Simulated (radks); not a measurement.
Values are calculated unless marked as measured or tabulated.
Q: All-electron atom: the barium ion Ba36+ in [Ar] 3d2. Level of theory: Dirac Kohn-Sham, exchange-only PBE, spin-unpolarised, spherical densities, finite nucleus; open shells fill j = l - 1/2 first; Fermi nuclear charge, rms radius 4.8378 fm (a radial shooting solver on a logarithmic mesh with Libxc functionals). Some entries of the table are withheld. Estimate them.

orbital  occ.  eigenvalue (eV)  r(max) (bohr)  <r> (bohr)
1s1/2       2        -39109.02        0.01642     0.02558
2s1/2       2        -7717.779        0.09271      0.1084
2p1/2       2        -7393.090            (1)     0.09118
2p3/2       4        -7006.004            (2)     0.09701
3s1/2       2        -2806.752         0.2548      0.2713
3p1/2       2        -2681.948         0.2401         (3)
3p3/2       4        -2591.641         0.2496         (4)
3d3/2       2              (5)         0.1962         (6)
3d5/2       0              (7)         0.1989         (8)

A: 
(1) 2p1/2 r(max) (bohr): 0.07084
(2) 2p3/2 r(max) (bohr): 0.07584
(3) 3p1/2 <r> (bohr): 0.2585
(4) 3p3/2 <r> (bohr): 0.2680
(5) 3d3/2 eigenvalue (eV): -2398.139
(6) 3d3/2 <r> (bohr): 0.2342
(7) 3d5/2 eigenvalue (eV): -2377.206
(8) 3d5/2 <r> (bohr): 0.2371
